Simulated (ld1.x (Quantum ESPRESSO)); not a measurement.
sulfur (S): one change to a TM potential, before and after

sulfur, norm-conserving Troullier–Martins (Kleinman–Bylander form), made with ld1.x (Quantum ESPRESSO) 7.5 (LDA (PZ), non-relativistic). Core [Ne], reference 3s2 3p4. Waves: 3p (bound): rc 1.80 bohr; 3d channel at 0.05 Ry: rc 1.80 bohr; 3s (bound): rc 1.00 bohr. Local part: the s channel. Core correction: Bessel-smoothed model core inside 0.70 bohr.

Change: all radii but the core radius scaled by about 1.24 (s 1.24, p 2.24, d 2.24 bohr).

Cutoffs: the cutoffs (Ry, on a coarse ladder) from which the occupation-weighted sum of valence levels, in a spherical-Bessel basis at the reference potential, stays within 10 and 1 mRy of its value at 400 Ry; they do not see the model core or the augmentation charge, which bear on the density cutoff. Errors are all-electron minus pseudo energies relative to the spin-unpolarised reference configuration.

**Question.** What does the change do?

**Answer.** The potential gets softer (90 Ry and 230 Ry → 40 Ry and 70 Ry); of the 9 tests that both files solve, the error grows in 1 and shrinks in 7 by more than 15 % and 0.3 meV (median size 8.7 → 10.4 meV); neither file shows a bound ghost. A larger radius leaves more room for a smooth pseudo-wave, so fewer plane waves are needed.

```tsv
quantity	base	changed
cutoff, loose	90 Ry	40 Ry
cutoff, tight	230 Ry	70 Ry
loose cutoff by channel (10 mRy a level)	p 10 Ry, s 70 Ry	p 10 Ry, s 21 Ry
bound ghosts	none	none
error for 3s2 3p3, meV [ΔE 11.88 eV]	+6.1	+4.0
error for 3s2 3p2, meV [ΔE 34.26 eV]	+39	+22
error for 3s2 3p1, meV [ΔE 68.43 eV]	+125	+64
error for 3s0 3p6, meV [ΔE 20.34 eV]	-27	+10
error for 3s1 3p4, meV [ΔE 22.53 eV]	+4.3	+11
error for 3s2 3p4.3, meV [ΔE -1.74 eV]	+0.3	+0.2
error for 3s2 3p3.5, meV [ΔE 4.72 eV]	+1.2	+0.8
error for 3s2 3p4 (spin-polarised), meV [ΔE -0.71 eV]	+8.7	+4.4
error for 3s2 3p3 (spin-polarised), meV [ΔE 9.91 eV]	+30	+14
```
